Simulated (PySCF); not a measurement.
Löwdin shares of the frontier orbitals

BiMe2Br, C2H6BiBr.
Geometry (PBE0-D3(BJ)/def2-SVP, Å), atoms numbered from 1 in this order:
```
atom  x, y, z in Å
Bi1   -0.2403   -0.4249    1.3093
C2     1.5870   -0.5344   -0.0240
H3     1.2527   -0.6994   -1.0569
H4     2.2248   -1.3675    0.3007
H5     2.1398    0.4136    0.0502
C6    -1.2678    1.0910   -0.0229
H7    -2.3385    1.1136    0.2206
H8    -1.1283    0.7938   -1.0706
H9    -0.8226    2.0811    0.1546
Br10  -1.4067   -2.4669    0.1389
```

Computed with TDDFT B3LYP/def2-SVPD, vertical, gas phase, core orbitals frozen in the response, def2 core potentials past Kr in PySCF. Spin–orbit coupling is left out. The geometry optimisation had not met its thresholds, so the values belong to a structure short of the stationary point.

Kohn–Sham orbitals with the atoms that hold most of them (Löwdin shares over 4%, at most four atoms; ? is withheld):

```csv
orbital,ε (eV),atoms
LUMO+2,-0.16,"Bi1 50%, Br10 14%, C6 12%, C2 12%"
LUMO+1,-0.60,"Bi1 50%, C2 14%, C6 13%, Br10 9%"
LUMO,-1.92,?
HOMO,-6.90,"Br10 39%, Bi1 32%, C6 12%, C2 12%"
HOMO-1,-7.34,?
HOMO-2,-7.95,"Br10 62%, Bi1 22%, C2 5%, C6 5%"
HOMO-3,-8.48,"Bi1 24%, Br10 22%, C6 19%, C2 19%"
```

(1) Which atoms hold the HOMO-1, and with what shares?

(2) Give the leading atoms of the LUMO.

(3) How does S1 compare with the orbital gap of 4.98 eV?

(4) Give energy, strength and leading configuration of S1, S2, S3 and S5, and follow the Löwdin shares of the leading atoms from the occupied to the empty orbital.

Answers

(1) Br10 (bonded to Bi) 73%; C2 (bonded to Bi and 3 H) 8%; C6 (bonded to Bi and 3 H) 8%; Bi1 (bonded to Br and 2 C) 8%. By element: bromine 73%, carbon 16%, bismuth 8%.

(2) Bi1 (bonded to Br and 2 C) 56%; Br10 (bonded to Bi) 29%; C2 (bonded to Bi and 3 H) 5%; C6 (bonded to Bi and 3 H) 5%. By element: bismuth 56%, bromine 29%, carbon 11%.

(3) S1 is at 4.08 eV (f = 0.024), 0.90 eV below the gap, made of HOMO→LUMO (98%). 

(4) 
- S1 (4.08 eV, f 0.024), HOMO→LUMO (98%): Br10 39% → 29%, Bi1 32% → 56%
- S2 (4.40 eV, f 0.0027), HOMO-1→LUMO (100%): Br10 73% → 29%, C2 8% → 5%, Bi1 8% → 56%
- S3 (5.09 eV, f 0.025), HOMO-2→LUMO (96%): Br10 62% → 29%, Bi1 22% → 56%
- S5 (5.61 eV, f 0.068), HOMO→LUMO+1 (88%): Br10 39% → 9%, Bi1 32% → 50%, C2 12% → 14%
